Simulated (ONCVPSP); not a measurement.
## Plane-wave convergence, ONCV potential for cobalt (Co)

ONCVPSP 4.0.1 input, shortened (lines: element, Z, core and valence counts, functional; n l f; lmax; l rc ep ncon nbas qcut; lloc lpopt rc5 dvloc0; l nproj debl; icmod fcfact rcfact), BLYP, scalar-relativistic:

```
  Co 27.00    5    2  -106131      upf
    1    0    2.00
    2    0    2.00
    2    1    6.00
    3    0    2.00
    3    1    6.00
    3    2    7.00
    4    0    2.00
    2
    0    2.05    0.00    4    8    2.60
    1    2.25    0.09    4    7    4.00
    2    0.90    0.00    4    8   17.20
    2    5    0.90    0.00
    0    2    2.40
    1    2    2.90
    2    0    2.70
    1    0.35    0.00
```

In the p channel the program set the typed energies aside and used 0.050, 2.950 Ha.

For each optimised wave give the share of its norm inside rc, the residual kinetic energy above qcut (Ha) and the cutoffs (Ha) for errors of 10, 1, 0.1 and 0.01 mHa per electron.

```json
{"wave": "4s", "norm inside rc": "0.243", "residual KE": "4.4e-03", "10 mHa": "2.6", "1 mHa": "8.7", "0.1 mHa": "34.7", "0.01 mHa": "41.9"}
{"wave": "s projector 2", "norm inside rc": "0.127", "residual KE": "1.6e-01", "10 mHa": "8.4", "1 mHa": "21.3", "0.1 mHa": "39.1", "0.01 mHa": "47.4"}
{"wave": "p projector 1", "norm inside rc": "0.248", "residual KE": "7.4e-06", "10 mHa": "1.1", "1 mHa": "4.2", "0.1 mHa": "6.3", "0.01 mHa": "7.8"}
{"wave": "p projector 2", "norm inside rc": "0.164", "residual KE": "3.7e-03", "10 mHa": "7.2", "1 mHa": "12.5", "0.1 mHa": "37.8", "0.01 mHa": "44.8"}
{"wave": "3d", "norm inside rc": "0.487", "residual KE": "2.4e-06", "10 mHa": "91.7", "1 mHa": "111.6", "0.1 mHa": "127.2", "0.01 mHa": "139.1"}
```

The occupied waves need 112 Ha and 127 Ha for 1 and 0.1 mHa. Note: ghosts flagged at negative energy: s at -364.5 eV, p at -136.0 eV; GHOST(+) flagged for s at 96.7 eV. A true bound ghost makes a file unfit for plane-wave use.
